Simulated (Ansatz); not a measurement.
A run for Ansatz (a program for electronic structure): R-B3LYP/def2-TZVPP on AlBrH2 (SMILES [AlH2][Br]), atoms moved off the minimum.

Ansatz 0.2 input:
```yaml
crystal:
  periodic: [false, false, false]
  atoms:
    - {symbol: Al, position_ang: [-0.82009390, -1.41914269, 0.04745154]}
    - {symbol: H, position_ang: [-0.19190404, -2.25990023, 1.35228809]}
    - {symbol: H, position_ang: [-2.12949115, -1.73254972, -0.76925086]}
    - {symbol: Br, position_ang: [0.18710381, 0.68796109, 0.01085889]}
basis:
  gaussian:
    orbitals: def2-TZVPP
hamiltonian:
  xc: {name: B3LYP}
scf: {lower_state_search: off}
output: {forces: true}
```

It printed:

```
WARN ansatz: RAYON_NUM_THREADS=1 ignored (pool sized by the plan → 1); use --threads N
Functional definition: B3LYP
these checks for a lower state are left out or cut short: stability, starts, cluster_reference, orbital_swaps, neighbouring_geometries, increment
integrals: 0.04 GiB planned
824 factors; their error is unknown
mean field: 0.38 GiB planned
mean field evaluation 1: about -76677.7230 eV, gradient 1.4e1 eV
mean field evaluation 2: about -76678.0579 eV, gradient 1.1e1 eV
mean field evaluation 4: about -76678.3785 eV, gradient 3.5e-1 eV
mean field evaluation 8: about -76678.7313 eV, gradient 5.5e-2 eV
mean field evaluation 16: about -76678.7313 eV, gradient 2.3e-6 eV
mean field -76678.73129188 eV, -2817.8914002658 hartree, gradient 2.3e-6 eV, S^2 0.000000; 0 other end points of the search recorded, 0 dependent functions left out
the calculation of the forces begins
reference -76678.73152123 eV, -2817.8914086941 hartree; 25, 25 occupied and 93, 93 virtual orbitals, 824 factors
Total energy: -76678.73152123 eV, -2817.8914086941 hartree
Atom 0 at    -0.820094    -1.419143     0.047452 Å, force     0.587922     0.329386     1.445226 eV/Å
Atom 1 at    -0.191904    -2.259900     1.352288 Å, force    -0.476473     0.317088    -1.103151 eV/Å
Atom 2 at    -2.129491    -1.732550    -0.769251 Å, force     0.229341    -0.027013    -0.104020 eV/Å
Atom 3 at     0.187104     0.687961     0.010859 Å, force    -0.340790    -0.619461    -0.238055 eV/Å
Dipole moment:    -0.135358    -0.338536    -0.128510 e Å
Checks for a lower state left out: stability, starts, cluster_reference, orbital_swaps, neighbouring_geometries, increment
```

The run converged.

Cost: about 1.9 core-seconds (a rough figure).
